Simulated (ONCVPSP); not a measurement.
## Before and after: ONCV potential for carbon

| Property | Result |
| --- | --- |
| Element | C |
| Generator | ONCVPSP 4.0.1 |
| Type | optimised norm-conserving Vanderbilt (ONCV) |
| Functional | LDA (Perdew-Wang 92) |
| Relativity | scalar-relativistic |
| Frozen core | none |
| Valence charge | 6 |
| Reference configuration | 1s2 2s1 2p3 |
| Partial waves | 1s+2s: rc 0.45 bohr, ncon 4, nbas 7, qcut 26.7 1/bohr, 3 projectors, debl 1 Ha; 2p: rc 3.10 bohr, ncon 4, nbas 8, qcut 5.5 1/bohr, 3 projectors, debl 3.6 Ha |
| Local potential | polynomial inside 0.30 bohr (lpopt 4, dvloc0 3 Ha) |
| Core correction | none |

Change: core [He], valence charge 4; reference 2s1 2p3; waves now 2s: rc 1.30 bohr, ncon 4, nbas 8, qcut 4.9 1/bohr, 2 projectors, debl 3.9 Ha; 2p: rc 2.10 bohr, ncon 4, nbas 8, qcut 6.1 1/bohr, 2 projectors, debl 1.1 Ha; local potential polynomial inside 1.10 bohr (lpopt 5, dvloc0 3 Ha); core correction Teter function, fcfact 1.75, rcfact 1.25.

Cutoffs: the cutoffs (Ha) at which the residual kinetic energy of the hardest occupied pseudo-wave falls to 1 and 0.1 mHa per electron; they do not see the model core or the augmentation charge, which bear on the density cutoff. Errors are all-electron minus pseudo energies relative to the spin-unpolarised reference configuration.

Task: What does the change do?

Result: The potential gets softer (277 Ha and 319 Ha → 24 Ha and 92 Ha); the number of tests with a reliable result goes from 3 to 4; neither file shows a bound ghost. The shells moved into the core no longer need plane waves of their own. Several settings change at once here, so the effects cannot be laid on one of them.

```json
{"quantity": "cutoff, loose", "base": "277 Ha", "changed": "24 Ha"}
{"quantity": "cutoff, tight", "base": "319 Ha", "changed": "92 Ha"}
{"quantity": "loose cutoff by channel", "base": "s 277 Ha, p 8.3 Ha", "changed": "s 24 Ha, p 13 Ha"}
{"quantity": "bound ghosts", "base": "none", "changed": "none"}
{"quantity": "GHOST(+) flags under 300 eV", "base": "none", "changed": "none"}
{"quantity": "tests with a reliable result", "base": "3 of 4", "changed": "4 of 4"}
```
